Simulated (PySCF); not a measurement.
# Adding and removing an electron: SnGe

UHF-CCSD(T); PySCF, scalar-relativistic core potentials, basis sets Sn cc-pVDZ-PP with ECP28, Ge cc-pVDZ-PP with ECP10. Neutral (UHF): triplet (π ↑↑), Re = 2.612 Å, ωe = 231 cm⁻¹, De = 2.12 eV.

SnGe⁺ (UHF): quartet (σ ↑, π ↑↑), Re = 2.631 Å, ωe = 209 cm⁻¹, De = 2.33 eV to Sn⁺ + Ge. The energies at the minima are -506.89612 hartree for SnGe and -506.64189 for SnGe⁺.

Work out the adiabatic ionisation energy, without and with harmonic zero-point energies (1 hartree = 27.2114 eV, 1 eV = 8065.5 cm⁻¹), and the change of the bond length.

At UHF-CCSD(T): 0.25423 hartree = 6.918 eV between the minima; the zero-point term (209.0 − 231.0)/2 cm⁻¹ = -0.001 eV makes it 6.917 eV. Re changes by +1.9 pm against the neutral. The electron leaves a σ orbital, and the small change of length marks it as nearly non-bonding.

Correlated steps freeze 8 core orbitals. Correlated levels converge slowly with the basis: in double zeta they bind strong bonds too weakly, by up to about 1 eV, and carry superposition errors of some tenths. Spin–orbit coupling is left out, which matters for elements this heavy, above all for dissociation energies. For an ion De counts to the pair picked by the measured ionisation energies or electron affinities, which need not be the lowest pair at this level. States were picked by a PBE0 search and need not be the measured ground states.
